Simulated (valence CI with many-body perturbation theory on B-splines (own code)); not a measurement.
Forbidden lines of Br XIII

Calculated by configuration interaction combined with many-body perturbation theory (CI+MBPT): five valence electrons over a frozen Dirac-Fock core [Ar], a basis of 7 s, 7 p, 8 d, 6 f, 4 g, 1 h functions for each j, with the one-electron correlation potential Σ1 (screened to all orders), the two-electron term Σ2, the three-electron term Σ3, Breit, model QED; selected single and double excitations, second order for the rest, scaled by the run's own slope (own B-spline code, finite nucleus).

No measured levels were compared; by estimate terms of the open shell hold to 2 to 4 % of their energy, and close levels can change places. Among the levels kept, up to 290 cm⁻¹ of a level comes from second order outside the variational space, and about a tenth of that is noise between levels of different J, which matters for small intervals. The list stops below the first excitations out of the core. Only levels of the ground parity were solved; by the run's estimate the other parity begins above the list, which can be wrong where configurations are misplaced.

Lines 1 to 50 of 120 in falling wavelength, among levels below 618850 cm⁻¹, chosen from the decays that carry over 1 % of a level's rate. Wavelengths and rates use the calculated energies, so an error of 2000 cm⁻¹ moves a line at 2235 nm by 45 % and its rate by three times that or more. Weak lines are less certain than strong ones. Lines between different terms over intervals too small for the method are left out, as are lines whose strength nearly cancels. Intervals below about 2000 cm⁻¹, as at the head of this list, are uncertain by tens of per cent. Branching is blank where the lifetime is uncertain.

Names give the largest LS component (configuration and term), which can be under half, so a name can repeat, a term be missing and a line seem to break the LS rules; names also repeat where a configuration has a term twice. Letters in brackets count levels of one name in rising energy.

```csv
λ vac (nm),Upper,Lower,Type,A (s⁻¹),Branch %
22350,3d5 4G_9/2,3d5 4G_7/2,M1,4.00e-03,30.1
15530,3d5 4G_9/2,3d5 4G_11/2,M1,9.26e-03,69.8
9588,3d5 4G_7/2,3d5 4G_5/2,M1,4.59e-02,77.4
5545,3d5 2I_13/2,3d5 2I_11/2,M1,6.71e-02,12.2
4428,3d5 4P_1/2,3d5 4P_3/2,M1,5.68e-01,99.9
2511,3d5 4F_3/2,3d5 4F_5/2,M1,2.45e+00,2.9
2488,3d5 4D_5/2,3d5 4D_7/2,M1,1.40e+00,1.7
2235,3d5 4F_5/2,3d5 2F_7/2 [a],M1,2.30e+00,4.7
1984,3d5 2G_7/2 [a],3d5 2H_9/2,M1,4.49e-01,2.3
1938,3d5 2G_9/2 [a],3d5 2G_7/2 [a],M1,1.00e+00,1.8
1365,3d5 4F_5/2,3d5 2D_3/2 [a],M1,4.10e+00,8.5
1267,3d5 2H_9/2,3d5 4F_9/2,M1,4.81e+00,4.9
1261,3d5 2F_5/2 [a],3d5 4F_7/2,M1,4.56e+00,2.1
1097,3d5 4D_1/2,3d5 4P_1/2,M1,1.40e+01,64.4
983.7,3d5 4D_7/2,3d5 4P_5/2,M1,7.51e+00,59.8
980.8,3d5 2G_7/2 [a],3d5 4F_5/2,M1,1.75e+00,8.8
980.2,3d5 2G_9/2 [a],3d5 2H_9/2,M1,1.07e+01,19.0
884.3,3d5 4F_3/2,3d5 2D_3/2 [a],M1,4.75e+00,5.6
878.9,3d5 4D_1/2,3d5 4P_3/2,M1,7.71e+00,35.5
812.5,3d5 4D_5/2,3d5 4P_3/2,M1,2.00e+00,2.5
784.4,3d5 4D_3/2,3d5 4P_3/2,M1,1.23e+01,18.7
774.7,3d5 4F_7/2,3d5 2D_5/2 [a],M1,1.20e+01,7.7
773.2,3d5 2G_7/2 [a],3d5 4F_9/2,M1,2.83e+00,14.3
752.0,3d5 2G_9/2 [a],3d5 4F_7/2,M1,3.61e+00,6.4
704.9,3d5 4D_5/2,3d5 4P_5/2,M1,5.80e+00,7.1
699.9,3d5 4D_7/2,3d5 4G_9/2,M1,1.58e+00,12.6
693.7,3d5 2F_5/2 [b],3d5 4F_3/2,M1,9.87e+00,15.0
691.5,3d5 2F_5/2 [a],3d5 2F_7/2 [a],M1,2.30e+00,1.1
685.3,3d5 2F_7/2 [b],3d5 2H_9/2,M1,2.92e+00,5.9
683.7,3d5 4D_3/2,3d5 4P_5/2,M1,4.33e+00,6.6
681.7,3d5 2G_7/2 [a],3d5 2F_7/2 [a],M1,9.28e+00,46.8
678.6,3d5 4D_7/2,3d5 4G_7/2,M1,2.10e+00,16.7
612.1,3d5 2F_5/2 [b],3d5 4F_7/2,M1,1.09e+01,16.5
577.6,3d5 2F_5/2 [a],3d5 2D_3/2 [a],M1,7.20e+00,3.3
567.5,3d5 2D_5/2 [a],3d5 4D_5/2,M1,3.19e+00,1.4
552.6,3d5 2G_9/2 [a],3d5 4F_9/2,M1,3.81e+00,6.8
543.6,3d5 2F_5/2 [b],3d5 4F_5/2,M1,2.86e+00,4.3
506.4,3d5 2F_7/2 [b],3d5 4F_5/2,M1,1.29e+01,25.9
494.1,3d5 4D_3/2,3d5 4G_5/2,M1,1.22e+00,1.9
479.9,3d5 2F_5/2 [a],3d5 2D_5/2 [a],M1,7.14e+01,33.2
475.2,3d5 2G_7/2 [a],3d5 2D_5/2 [a],M1,5.33e-01,2.7
462.1,3d5 2D_5/2 [a],3d5 4D_7/2,M1,2.55e+00,1.2
460.7,3d5 2H_9/2,3d5 2I_11/2,M1,7.74e+00,7.9
444.7,3d5 2F_7/2 [b],3d5 4F_9/2,M1,1.81e+01,36.5
416.7,3d5 2F_7/2 [a],3d5 4D_5/2,M1,4.49e+00,9.4
412.9,3d5 2F_7/2 [b],3d5 2F_7/2 [a],M1,4.03e+00,8.1
391.4,3d5 2H_11/2,3d5 2I_13/2,M1,2.07e+01,
388.8,3d5 2F_5/2 [b],3d5 2D_3/2 [a],M1,8.10e+00,12.3
365.6,3d5 2H_11/2,3d5 2I_11/2,M1,4.63e+01,
356.9,3d5 2F_7/2 [a],3d5 4D_7/2,M1,9.04e-01,1.9
```
